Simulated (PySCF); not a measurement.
Spectra and structures to be paired. Method used: TDDFT PBE0/def2-SVPD, vertical, gas phase, core orbitals frozen in the response in PySCF. Geometries: GFN2-xTB; one conformer of each isolated species. Triplets are in the Tamm–Dancoff approximation.

A. `CSC1=CC=C(Cl)[SiH2]1`
B. `C1[C@@H]([Si](N)(C1)N)F`
C. `Cc1ccc([SiH2]Cl)s1`
D. `C#C/C=C(\Cl)[SiH2]SC`

Lowest singlet levels (six at most, fewer where fewer were computed) with oscillator strengths:

1. 6.07 eV (f 0.023); 6.19 eV (f 0.026); 6.62 eV (f 0.017); 6.88 eV (f 0.005); 6.97 eV (f 0.034); 7.17 eV (f 0.032); T1 5.58 eV
2. 5.28 eV (f 0.239); 5.50 eV (f 0.001); 5.63 eV (f 0.062); 5.97 eV (f 0.000); 6.00 eV (f 0.000); 6.30 eV (f 0.000); T1 3.51 eV
3. 3.24 eV (f 0.176); 4.69 eV (f 0.000); 4.78 eV (f 0.000); 5.03 eV (f 0.000); 5.08 eV (f 0.001); 5.15 eV (f 0.011); T1 1.91 eV
4. 4.48 eV (f 0.003); 4.99 eV (f 0.000); 5.12 eV (f 0.372); 5.36 eV (f 0.002); 5.71 eV (f 0.000); 5.90 eV (f 0.004); T1 3.08 eV

Question: Match each spectrum to its molecule.

Answer: 1 = B, 2 = C, 3 = A, 4 = D.
- A: S1 at 3.24 eV, HOMO→LUMO (98%); Löwdin shares by element: HOMO carbon 44% or more, sulfur 30% (atoms not listed hold the other 26%); LUMO carbon 68% or more (atoms not listed hold the other 32%); HOMO -5.77 and LUMO -1.80 eV.
- B: S1 at 6.07 eV, HOMO→LUMO (56%), HOMO→LUMO+1 (42%); Löwdin shares by element: HOMO carbon 37% or more, silicon 15%, nitrogen 13% or more (atoms not listed hold the other 35%); LUMO silicon 32%, hydrogen 28% or more (atoms not listed hold the other 40%); HOMO -6.91 and LUMO 0.30 eV.
- C: S1 at 5.28 eV, HOMO→LUMO (95%); Löwdin shares by element: HOMO carbon 78% or more (atoms not listed hold the other 22%); LUMO carbon 53% or more, sulfur 20% (atoms not listed hold the other 27%); HOMO -6.84 and LUMO -0.90 eV.
- D: S1 at 4.48 eV, HOMO→LUMO (92%); Löwdin shares by element: HOMO sulfur 61%, carbon 9% or more, silicon 6%, chlorine 4% (atoms not listed hold the other 19%); LUMO carbon 78% or more (atoms not listed hold the other 22%); HOMO -7.01 and LUMO -1.64 eV.

Without π bonds the low states are Rydberg-like; a valence basis with one diffuse set may place them up to an eV too high.
